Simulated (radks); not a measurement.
Task: The lutetium ion Lu2+, configuration [Xe] 4f14 6s1. All-electron calculation, Dirac Kohn-Sham, exchange-only LDA, spin-unpolarised, spherical densities, finite nucleus; Fermi nuclear charge, rms radius 5.37 fm. Program: a radial shooting solver on a logarithmic mesh with Libxc functionals. Some entries of the table are withheld. Estimate them.

| orbital | occ. | eigenvalue (hartree) | <r^2> (bohr^2) | r(max) (bohr) |
|---|---|---|---|---|
| 1s1/2 | 2 | -2318.998 | 0.0005129 | 0.01214 |
| 2s1/2 | 2 | -395.0346 | (1) | 0.06955 |
| 2p1/2 | 2 | -377.2713 | 0.005645 | 0.05193 |
| 2p3/2 | 4 | -336.2527 | 0.006854 | 0.05846 |
| 3s1/2 | 2 | -89.93849 | 0.05170 | 0.1962 |
| 3p1/2 | 2 | -82.04608 | 0.04759 | 0.1839 |
| 3p3/2 | 4 | -73.30039 | 0.05431 | 0.1975 |
| 3d3/2 | 4 | -59.82683 | 0.04239 | 0.1551 |
| 3d5/2 | 6 | -57.91561 | 0.04425 | 0.1589 |
| 4s1/2 | 2 | -18.33814 | 0.2586 | 0.4467 |
| 4p1/2 | 2 | -15.12298 | (2) | 0.4474 |
| 4p3/2 | 4 | -13.12531 | (3) | 0.4764 |
| 4d3/2 | 4 | -7.82293 | 0.3405 | 0.4758 |
| 4d5/2 | 6 | -7.45831 | 0.3552 | 0.4851 |
| 5s1/2 | 2 | (4) | 1.540 | 1.043 |
| 5p1/2 | 2 | (5) | 1.943 | 1.132 |
| 5p3/2 | 4 | (6) | 2.283 | 1.221 |
| 4f5/2 | 6 | (7) | 0.6708 | 0.4652 |
| 4f7/2 | 8 | (8) | 0.7034 | 0.4707 |
| 6s1/2 | 1 | -0.62026 | 10.58 | 2.748 |

Result: 
(1) 2s1/2 <r^2> (bohr^2): 0.007872
(2) 4p1/2 <r^2> (bohr^2): 0.2683
(3) 4p3/2 <r^2> (bohr^2): 0.3058
(4) 5s1/2 eigenvalue (hartree): -2.82481
(5) 5p1/2 eigenvalue (hartree): -1.92925
(6) 5p3/2 eigenvalue (hartree): -1.67047
(7) 4f5/2 eigenvalue (hartree): -0.96674
(8) 4f7/2 eigenvalue (hartree): -0.91065
